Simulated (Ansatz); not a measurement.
Reaction (formal exchange of groups at a B–C bond): `BC(B)(C)F` + `[OH][GeH3]` → `[BH2][GeH2][OH]` + `BC(C)F`

Calculated with Ansatz (gas phase, PBE0-D4/def2-TZVP geometries, no zero-point term in ΔE). CBS: MP2 limit from def2 TZ/QZ plus the TZ coupled-cluster correction, frozen cores. DFT in def2-TZVPP. B3LYP here is the variant with VWN-RPA as its local correlation; programs differ in this. For Ge outer-core shells are correlated without core-valence functions, which leaves a few kJ/mol of doubt a bond. Scalar relativity is left out up to krypton. One conformer a species, not always the lowest.

| level | ΔE (kJ/mol) | difference from CCSD(T)/CBS |
| --- | --- | --- |
| PBE-D4 | 33.5 | 21.5 |
| r2SCAN-D4 | 28.2 | 16.2 |
| PBE0-D4 | 27.0 | 15.0 |
| B3LYP-D4 | 11.3 | -0.7 |
| ωB97X-V | 15.2 | 3.2 |
| ωB97M-V | 23.8 | 11.8 |
| B2PLYP | 11.1 | -0.9 |
| PBE | 30.9 | 18.9 |
| r2SCAN | 27.5 | 15.5 |
| PBE0 | 24.8 | 12.8 |
| B3LYP | 7.0 | -5.0 |
| HF/def2-TZVPP | -29.8 | -41.8 |
| MP2/def2-TZVPP | 22.5 | 10.5 |
| SCS-MP2/def2-TZVPP | 9.3 | -2.7 |
| CCSD/def2-TZVPP | 4.6 | -7.4 |
| CCSD(T)/def2-TZVPP | 12.7 | 0.7 |
| HF/def2-QZVPP | -28.4 | -40.4 |
| MP2/def2-QZVPP | 22.6 | 10.6 |
| SCS-MP2/def2-QZVPP | 9.6 | -2.4 |
| HF/CBS(def2) | -28.2 | -40.2 |
| MP2/CBS(def2) | 21.8 | 9.8 |
| CCSD/CBS(def2) | 3.9 | -8.1 |
| CCSD(T)/CBS | 12.0 | 0 |

Largest T1 diagnostic among the species: 0.012.

In def2-TZVPP, CCSD(T) changes the Hartree–Fock value by +42.5 kJ/mol (the triples alone add +8.1 kJ/mol) and MP2 by +52.3 kJ/mol. The D4 term adds +4.3 kJ/mol with B3LYP and +2.1 kJ/mol with PBE0; it sums over pairs of atoms, weighted by their polarisabilities, and B3LYP, whose exchange is more repulsive, gets the larger term.
